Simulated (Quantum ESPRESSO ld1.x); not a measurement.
The numbers below are computed, except where a source is named.
Q: Cd XXXVII, 12 electrons, occupied as [Ne] 3s2. Level of theory: Dirac Kohn-Sham, LDA (Slater exchange, Perdew-Zunger correlation), spin-unpolarised, spherical densities, point nucleus (ld1.x of Quantum ESPRESSO 7.5). Some entries of the table are withheld. Estimate them.

orbital,occ.,eigenvalue (eV),<1/r> (bohr^-1),<r> (bohr)
1s1/2,2,(1),50.61,0.03041
2s1/2,2,-5976.45,11.89,0.1291
2p1/2,2,(2),11.85,(3)
2p3/2,4,(4),11.11,(5)
3s1/2,2,-2394.81,4.836,0.3125

A: 
(1) 1s1/2 eigenvalue (eV): -28645.0
(2) 2p1/2 eigenvalue (eV): -5736.74
(3) 2p1/2 <r> (bohr): 0.1091
(4) 2p3/2 eigenvalue (eV): -5537.32
(5) 2p3/2 <r> (bohr): 0.1140
